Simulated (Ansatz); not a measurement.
Species: CH₆FSi₂ (charge 0, doublet). It need not be the lowest isomer of its formula. 
Structure (B3LYP-D3(BJ)/def2-TZVP (Ansatz, an electronic-structure program) minimum search):
```xyz
10

F      1.5812    -0.8740    -0.8581
Si     1.2706     0.5313    -0.1240
C     -0.2528     0.3106     0.9395
Si    -1.8380    -0.1600     0.0407
H      2.4777     0.8551     0.6912
H     -0.4187     1.2510     1.4752
H     -0.0264    -0.4540     1.6922
H     -1.6748    -1.4616    -0.6439
H     -2.9599    -0.2625     1.0041
H     -2.1686     0.8757    -0.9663
```
Charge 0, spin multiplicity 2.

Computed values are from Ansatz. Cores are frozen in the correlated levels unless marked. UHF or UKS for open shells. Spin-orbit coupling is left out. No relativistic terms. CBS marks a two-point X^-3 extrapolation of the correlation energy; Hartree-Fock from the larger set.

The atomisation energy De comes out as 3353.0 kJ/mol at CCSD(T)/CBS(aug-cc-pV(T+d)Z,aug-cc-pV(Q+d)Z) and the total energy is -719.6112 Eh at CCSD(T)/CBS(aug-cc-pV(T+d)Z,aug-cc-pV(Q+d)Z). The dipole moment comes out as 1.80 D at CCSD(T)/aug-cc-pV(D+d)Z and the T1 diagnostic is 0.013 at CCSD/aug-cc-pV(Q+d)Z.
